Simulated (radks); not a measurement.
Results of a calculation; reference values are marked as such.
Problem. The titanium ion Ti2+, 20 electrons, occupied as [Ar] 3d1 4p1 (not the ground configuration). Code: a radial shooting solver on a logarithmic mesh with Libxc functionals. Model: scalar-relativistic Kohn-Sham, BLYP, spin-unpolarised, spherical densities, point nucleus. Some entries of the table are withheld. Estimate them.

| orbital | occ. | eigenvalue (eV) | r(max) (bohr) |
|---|---|---|---|
| 1s | 2 | -4894.753 | 0.04555 |
| 2s | 2 | -561.4942 | (1) |
| 2p | 6 | -468.9579 | 0.2194 |
| 3s | 2 | (2) | 0.8643 |
| 3p | 6 | -61.6245 | 0.8927 |
| 3d | 1 | -25.7447 | (3) |
| 4p | 1 | (4) | (5) |

Solution. 
(1) 2s r(max) (bohr): 0.2689
(2) 3s eigenvalue (eV): -85.6280
(3) 3d r(max) (bohr): 0.9273
(4) 4p eigenvalue (eV): -14.7414
(5) 4p r(max) (bohr): 2.864
